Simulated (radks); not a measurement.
Results of a calculation; reference values are marked as such.
F3+, configuration [He] 2s2 2p(up 2, down 0). Level of theory: scalar-relativistic Kohn-Sham, PBE, spin-polarised, spherical densities, point nucleus (a radial shooting solver on a logarithmic mesh with Libxc functionals).

Radial electron density D(r) = 4 pi r^2 rho(r):

| r (bohr) | D(r) (e/bohr) | spin D(r) |
|---|---|---|
| 0.009213 | 0.4183 | -0.0000761 |
| 0.01125 | 0.6009 | -0.000102 |
| 0.01374 | 0.8563 | -0.000128 |
| 0.01679 | 1.208 | -0.000143 |
| 0.0205 | 1.684 | -0.000120 |
| 0.02504 | 2.313 | 0.00000937 |
| 0.03059 | 3.121 | 0.000386 |
| 0.03736 | 4.119 | 0.00131 |
| 0.04563 | 5.293 | 0.00337 |
| 0.05574 | 6.585 | 0.00772 |
| 0.06808 | 7.875 | 0.0165 |
| 0.08382 | 9.016 | 0.0346 |
| 0.1024 | 9.680 | 0.0673 |
| 0.125 | 9.693 | 0.126 |
| 0.1527 | 8.942 | 0.226 |
| 0.1865 | 7.525 | 0.386 |
| 0.2278 | 5.799 | 0.626 |
| 0.2783 | 4.294 | 0.958 |
| 0.3399 | 3.486 | 1.37 |
| 0.4151 | 3.531 | 1.81 |
| 0.5071 | 4.136 | 2.18 |
| 0.6193 | 4.684 | 2.33 |
| 0.7564 | 4.608 | 2.16 |
| 0.9314 | 3.702 | 1.66 |
| 1.138 | 2.393 | 1.06 |
| 1.389 | 1.202 | 0.533 |
| 1.697 | 0.4515 | 0.205 |
| 2.073 | 0.1205 | 0.0575 |
| 2.532 | 0.02122 | 0.0109 |
| 3.092 | 0.002262 | 0.00127 |

D(r) has 2 maxima, at r = 0.114, 0.671 bohr, and minima at 0.371 bohr, inside which lie 2.18 electrons.
